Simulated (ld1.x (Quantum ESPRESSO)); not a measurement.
# How hard is this V PAW potential?

ld1.x (Quantum ESPRESSO) 7.5 input, shortened:

```
&input
   title='V', zed=23., rel=1, dft='PBE', iswitch=3,
   config='[Ar] 3d3 4s1.5 4p0.5'
 /
 &inputp
   pseudotype=3, lpaw=.true., tm=.true., lloc=-2, rcloc=1.50,
   nlcc=.true., new_core_ps=.true.,
   which_augfun='BESSEL', rmatch_augfun=1.45
 /
6
4S  1  0   1.50   0.00  2.55  2.95  0.0
4S  1  0   0.00   2.55  2.55  2.95  0.0
3P  2  1   6.00   0.00  1.50  1.65  0.0
4P  3  1   0.50   0.00  1.50  1.65  0.0
3D  3  2   3.00   0.00  1.55  2.10  0.0
3D  3  2   0.00   1.05  1.55  2.10  0.0
 &test
   configts(1)='3p6 3d3 4s1.5 4p0.5'
 /
```

The pseudo-atom Hamiltonian at the reference potential is diagonalised in spherical Bessel functions j_l(qr) that vanish at 20 bohr, with q² up to the cutoff. All-electron valence levels (Ry): 4s -0.3778, 3p -3.2909, 4p -0.1316, 3d -0.4303.

**Question.** How do the lowest levels (Ry) of each channel move with the cutoff, and are there ghosts?

**Answer.**

```tsv
cutoff (Ry)	s #1	p #1	p #2	d #1	f #1	Σ f·Δε (mRy)
8	-0.3778	-2.6435	-0.0825	-0.2667	0.0917	4400.3
10	-0.3778	-2.9026	-0.0924	-0.3431	0.0917	2611.6
15	-0.3778	-3.2049	-0.1075	-0.4115	0.0917	584.8
18	-0.3778	-3.2481	-0.1111	-0.4258	0.0917	281.0
25	-0.3778	-3.2858	-0.1179	-0.4299	0.0917	39.4
30	-0.3778	-3.2898	-0.1220	-0.4300	0.0917	12.4
35	-0.3778	-3.2903	-0.1266	-0.4302	0.0917	6.7
45	-0.3778	-3.2906	-0.1311	-0.4303	0.0917	2.4
50	-0.3778	-3.2908	-0.1314	-0.4303	0.0917	1.2
60	-0.3778	-3.2909	-0.1315	-0.4303	0.0917	0.5
70	-0.3778	-3.2909	-0.1316	-0.4303	0.0917	0.4
400	-0.3778	-3.2909	-0.1316	-0.4304	0.0917	0.0
```

Result: no extra level below or beside the all-electron valence levels (s, p, d, f tested); 10 mRy is reached at 35 Ry and 1 mRy at 55 Ry.
